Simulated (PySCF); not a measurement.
**NaGe⁺: energy against distance**

Set-up: PySCF, no relativity, basis sets Na pcseg-1, Ge pcseg-1. Energies in eV from Na⁺ + Ge in their ground configurations at the same level. State: ³Π (triplet), unpaired electrons σ ↑, π ↑.

```tsv
R (Å)	UHF-MP2
2.814	-0.2499
2.945	-0.3381
3.076	-0.3902
3.174	-0.4120
3.272	-0.4225
3.370	-0.4243
3.501	-0.4164
3.665	-0.3951
3.861	-0.3595
4.123	-0.3054
```

Task: Put a parabola through the three lowest points of the UHF-MP2 curve and estimate Re, k and ωe (reduced mass 17.54 u; 1 eV/Å² = 0.16022 mdyn/Å; ωe = 1302.8·√(k/μ) cm⁻¹).

Result: Through R = 3.272, 3.37, 3.501 Å the second-order coefficient is 0.344 eV/Å², so Re ≈ 3.348 Å, k ≈ 0.110 mdyn/Å and ωe ≈ 103 cm⁻¹. A polynomial fit of higher order to the unrounded UHF-MP2 energies gives Re = 3.343 Å, k = 0.120 mdyn/Å, ωe = 108 cm⁻¹; anharmonicity and rounding make the difference.

The higher-order fit for each curve: UHF-MP2: Re = 3.343 Å, ωe = 108 cm⁻¹, De = 0.425 eV.

Correlated steps freeze 10 core orbitals. Correlated levels converge slowly with the basis: in double zeta they bind strong bonds too weakly, by up to about 1 eV, and carry superposition errors of some tenths. Spin–orbit coupling is left out. For an ion De counts to the pair picked by the measured ionisation energies or electron affinities, which need not be the lowest pair at this level. The state was picked by a PBE0 search and need not be the measured ground state.
